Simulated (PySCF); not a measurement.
r2SCAN0 on Mn³⁺ (manganese, charge +3)

Configuration: [Ar] 3d4, high-spin 5D determinant. All numbers are calculated (PySCF 2.14, no relativity, point nucleus, in aug-cc-pwCVTZ).

* Total energy: -1148.879 hartree
* One-electron energy: -1552.818 hartree
* Hartree (Coulomb) energy: 455.027 hartree
* Exchange-correlation energy: -51.089 hartree
* Kinetic energy: 1147.86233 hartree
* ⟨S²⟩: 6.0010
* ⟨L²⟩: 6.009
* Sum of ⟨r⟩: 13.32 bohr
* Sum of ⟨r²⟩: 13.10 bohr²
* Traceless quadrupole moment −½Σ⟨3z² − r²⟩ along its main axis: -0.348 e·bohr²
* Density at the nucleus (Gaussians lack the cusp): 10500 bohr⁻³
* Spin density at the nucleus: -0.217 bohr⁻³
* Langevin diamagnetic susceptibility: -10.4 ×10⁻⁶ cm³/mol
* Time after the integrals: of the order of 8 core-seconds

```csv
shell,electrons,mean orbital energy (hartree),spread (hartree),"rms radius, mean of both spins (bohr)"
1s β,1,-237.78857,0,0.0713
1s α,1,-237.78739,0,0.0713
2s α,1,-29.11328,0,0.306
2s β,1,-29.01035,0,0.306
2p α,3,-25.07491,0.01297,0.275
2p β,3,-24.99081,0.03612,0.275
3s α,1,-4.77903,0,0.914
3s β,1,-4.53899,0,0.914
3p α,3,-3.58909,0.00606,0.967
3p β,3,-3.32818,0.07721,0.967
3d α,4,-1.69920,0.06704,1.14
```
